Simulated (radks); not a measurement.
Species: As10+. Configuration: [Ar] 3d5. Method: Dirac Kohn-Sham, PBEsol, spin-unpolarised, spherical densities, finite nucleus; open shells fill j = l - 1/2 first; Fermi nuclear charge, rms radius 4.0968 fm; computed with a radial shooting solver on a logarithmic mesh with Libxc functionals.

X-ray form factor f0, the Fourier transform of the density (f0(0) = 23):

| sin(theta)/lambda (1/angstrom) | f0 (electrons) |
|---|---|
| 0.05 | 22.905 |
| 0.1 | 22.625 |
| 0.15 | 22.171 |
| 0.2 | 21.558 |
| 0.25 | 20.810 |
| 0.3 | 19.953 |
| 0.4 | 18.018 |
| 0.5 | 15.971 |
| 0.6 | 13.995 |
| 0.8 | 10.699 |
| 1 | 8.480 |
| 1.25 | 6.881 |
| 1.5 | 5.966 |
| 2 | 4.669 |
